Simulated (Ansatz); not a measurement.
Geometry optimisation, Ansatz 0.2.0, RKS BLYP-D4/def2-SVP.

input.yaml

```yaml
crystal:
  periodic: [false, false, false]
  atoms:
    - { symbol: B, position_ang: [-0.85028, 1.34902, -0.33186] }
    - { symbol: Al, position_ang: [0.89657, 0.28722, -0.43667] }
    - { symbol: S, position_ang: [0.52484, -1.1469, -2.16269] }
    - { symbol: S, position_ang: [1.75117, 0.41564, -2.80198] }
    - { symbol: H, position_ang: [-0.8364, 2.48213, -0.00958] }
    - { symbol: H, position_ang: [-1.91771, 0.8509, -0.30039] }
    - { symbol: H, position_ang: [2.30346, -0.04619, 0.13487] }
    - { symbol: H, position_ang: [0.82335, 1.16284, -3.42091] }
basis:
  gaussian: { orbitals: def2-SVP }
hamiltonian:
  xc: blyp
  dispersion: d4
relax:
  f_tol: 0.015
  max_steps: 40
output:
  orbitals: {}
```

Command:

```bash
$ ansatz run input.yaml --threads 1 --pin off --max-ram 2048MiB --backend cpu --events-out ev --progress --plain --runs-dir out
```

Where does it end, and by what steps?

The forces met the threshold. After 14 steps the energy has fallen by 0.513 eV; H5 moved furthest, 1.09 Å.

| step | energy less start (eV) | largest force component (eV/Å) | accepted |
| --- | --- | --- | --- |
| 0 | 0.0000 | 1.341 | yes |
| 1 | -0.3121 | 0.631 | yes |
| 2 | -0.3958 | 0.208 | yes |
| 3 | -0.4385 | 0.119 | yes |
| 4 | -0.4451 | 0.198 | yes |
| 5 | -0.4684 | 0.267 | yes |
| 6 | -0.4896 | 0.140 | yes |
| 7 | -0.5013 | 0.104 | yes |
| 8 | -0.4902 | 0.460 | no |
| 9 | -0.5096 | 0.093 | yes |
| 10 | -0.5112 | 0.154 | yes |
| 11 | -0.5127 | 0.070 | yes |
| 12 | -0.5132 | 0.034 | yes |
| 13 | -0.5134 | 0.015 | yes |
| 14 | -0.5135 | 0.012 | yes |

```xyz
8
Properties=species:S:1:pos:R:3
B -0.825 1.315 -0.272
Al 0.902 0.127 -0.510
S 0.541 -1.139 -2.406
S 1.829 0.558 -2.821
H -1.088 2.223 -1.041
H -1.691 1.075 0.548
H 2.138 -0.276 0.409
H 0.890 1.471 -3.237
```

Time of the run: 47 s on 1 thread of Intel(R) Xeon(R) Platinum 8375C CPU @ 2.90GHz (Ice Lake), with other jobs on the host, peak memory 0.27 GiB.
